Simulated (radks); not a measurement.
Effect of the nuclear size on neutral caesium, [Xe] 6s1. All-electron calculation, Dirac Kohn-Sham, LDA (Slater exchange, Perdew-Wang correlation), spin-unpolarised, spherical densities, finite nucleus; Fermi nuclear charge, rms radius 4.8041 fm. Program: a radial shooting solver on a logarithmic mesh with Libxc functionals. The rms radius is varied about that value; shifts are against it.

rms radius (fm)	total energy shift (eV)	density at nucleus (e/bohr^3)	1s1/2 shift (meV)	2s1/2 shift (meV)	4p1/2 shift (meV)	5s1/2 shift (meV)	5p1/2 shift (meV)
4.1075	-2.00	3.037e+05	-837	-99.7	0.348	-0.596	0.107
4.6456	-0.479	2.969e+05	-200	-23.8	0.083	-0.142	0.025
4.8041	0	2.95e+05	0.000	0.000	0.000	0.000	0.000
5.174	1.17	2.91e+05	487	58.0	-0.203	0.347	-0.062
5.4671	2.14	2.88e+05	894	107	-0.372	0.637	-0.114

Slopes of the eigenvalues against <r^2> in GHz/fm^2, as finite differences over the two radii next to the reference (eigenvalue slopes, not the field-shift constants of lines): 1s1/2 32000, 2s1/2 3810, 4p1/2 -13.3, 5s1/2 22.8, 5p1/2 -4.08.
